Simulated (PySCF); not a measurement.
CH4BFSe.

```xyz
8

B     -0.1244    -0.9339     0.0000
F     -1.3881    -1.3913     0.0000
C      1.0628    -1.9589     0.0000
H      0.9731    -2.6231    -0.8870
H      2.0716    -1.5074     0.0000
H      0.9731    -2.6231     0.8870
Se     0.0354     1.0203     0.0000
H      1.5182     1.0084     0.0000
```
Charge 0, spin multiplicity 1.

Coordinates come from a PBE-D3(BJ)/def2-SVP optimisation. The structure was generated by enumeration, and PubChem lists no compound with its InChIKey, so it may never have been made. The values are those of a single conformer.

All values below come from B3LYP/pcSseg-1 run with PySCF. Non-relativistic, no solvent.

Computed absolute GIAO shielding of each atom: isotropic value and principal components (ppm):
```tsv
atom	σ(iso)	σ11	σ22	σ33	span
B1	33.4	-34.0	59.6	74.7	108.8
F2	189.9	24.9	97.0	447.8	423.0
C3	166.5	153.9	159.4	186.2	32.3
H4	30.2	27.0	27.7	36.1	9.1
H5	30.5	26.2	31.1	34.1	7.9
H6	30.2	27.0	27.7	36.1	9.1
Se7	1725.8	1429.7	1720.9	2026.9	597.2
H8	29.2	21.1	26.2	40.4	19.3
```
